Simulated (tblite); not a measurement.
Species: C6H14NP.
Structure used (GFN2-xTB), in Å, numbered top down from 1:
```
atom  x, y, z in Å
C1    -2.1711   -1.5876    0.1105
C2    -1.2615   -0.4024    0.3712
C3    -1.9260    0.9830    0.3424
C4    -0.7474    1.7296   -0.2957
P5    -0.0524    0.1267   -0.9855
N6     1.4180    0.0614   -0.0476
C7     1.9272   -1.2867    0.1364
C8     2.4580    0.9499   -0.5374
H9    -2.6840   -1.4721   -0.8430
H10   -2.9222   -1.6696    0.8962
H11   -1.6021   -2.5156    0.0808
H12   -0.7003   -0.5363    1.3006
H13   -2.7896    0.9783   -0.3241
H14   -2.2452    1.3642    1.3137
H15   -1.0150    2.4990   -1.0186
H16   -0.0719    2.1420    0.4532
H17    2.4066   -1.6923   -0.7632
H18    2.6658   -1.2754    0.9409
H19    1.1084   -1.9454    0.4231
H20    3.2170    1.0627    0.2403
H21    2.0272    1.9279   -0.7509
H22    2.9501    0.5781   -1.4448
```

Calculated harmonic vibrations of the isolated species, GFN2-xTB (tblite), most abundant isotopes, no scaling. The method is semi-empirical: single wavenumbers can be off by several per cent or more. One conformer, not necessarily the lowest.

Harmonic wavenumbers (cm⁻¹): 80.1, 97.2, 131.3, 180.4, 193.6, 216.4, 238.8, 257.9, 308.6, 323.5, 386.3, 423.2, 498.5, 662.1, 671.5, 720.0, 781.1, 897.1, 932.4, 965.0, 989.1, 1008.5, 1027.4, 1040.2, 1075.0, 1129.5, 1136.6, 1139.8, 1165.9, 1175.4, 1188.6, 1210.6, 1231.5, 1258.6, 1307.1, 1408.1, 1411.3, 1419.4, 1429.5, 1475.1, 1484.6, 1490.5, 1493.7, 1496.9, 1500.9, 1501.8, 2893.5, 2894.6, 2927.4, 2963.3, 2969.8, 2974.1, 2981.3, 2984.6, 2992.3, 3001.5, 3008.1, 3012.9, 3015.2, 3022.8.

A = 2703, B = 1320, C = 1014 MHz; mass 131.086 u (most abundant isotopes); point group C1, symmetry number 1.

What is the zero-point energy?

Half the sum of the wavenumbers: 41901 cm⁻¹ = 501.25 kJ/mol.

What is S at 298.15 K and 1 bar for an ideal gas of classical rigid rotors and harmonic oscillators?

Translation 169.67, rotation 120.82, vibration 117.65: S = 408.1 J/(mol K).

And Cp and H(298.15 K) − H(0)?

Cp = 166.29 J/(mol K), of which vibrations give 133.03 (their classical limit is 60 R = 498.9); H(298.15 K) − H(0) = 29.59 kJ/mol without the zero-point energy, 19.68 from vibrations.

Which modes carry the vibrational entropy at 298.15 K?

80.1 cm⁻¹: 16.27; 97.2 cm⁻¹: 14.68; 131.3 cm⁻¹: 12.25; 180.4 cm⁻¹: 9.72; 193.6 cm⁻¹: 9.18; 216.4 cm⁻¹: 8.32 J/(mol K); the other 54 give 47.23 together.

How do the functions run with temperature in this model?

```tsv
T (K)	S (J/(mol K))	Cp (J/(mol K))	H − H(0) (kJ/mol)	G − H(0) (kJ/mol)	ln q(vib)
150	318.6	103.1	9.75	-38.03	2.31
250	380.8	144.6	22.11	-73.09	4.93
400	463.6	213.1	48.93	-136.51	8.93
600	565.4	290.3	99.68	-239.57	14.29
900	699.0	367.6	199.27	-429.79	22.08
```

q(vib) and H(0) count from the zero-point level.

Hindered rotation and anharmonicity are outside this model. Other conformers, if any are populated, would add a mixing term that is left out. The structure is chiral; the term R ln 2 for an equal mix with its mirror image is left out.

Hardware: one thread of an AMD EPYC 7R13, no GPU, shared host. Cost: 0.85 s wall. This covers the Hessian and the dipole derivatives.
